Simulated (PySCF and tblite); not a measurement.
Results of a calculation; reference values are marked as such.
System: C5H11NO2Si, numbered as in [CH2:1]=[CH:2][CH2:3][NH:4][SiH2:5][O:6][C:7]([CH3:8])=[O:9].

Level: PBE0/pcSseg-1 + D3(BJ) on GFN2-xTB stationary points, with GFN2-xTB thermal terms. Rates follow Eyring's equation with the number of equivalent paths and no tunnelling. (PySCF 2.14 with density fitting, tblite 0.8.)

DFT energies on a tight-binding saddle of a bond shift can be off by several kcal/mol.

(1) How high is the barrier to the shift of Si5 from O6 to O9, through which structure does it pass, and what rate follows at 298 K?

## Answers

(1) The electronic barrier is 7.5 kcal/mol and ΔG‡(298 K) 8.4 kcal/mol, over a C1 saddle with an imaginary mode of 223i cm⁻¹ (GFN2-xTB). With 1 equivalent path, k is 4×10⁶ s⁻¹, a mean lifetime of the start of 250 ns against this motion. The end lies 1.2 kcal/mol below the start in free energy.
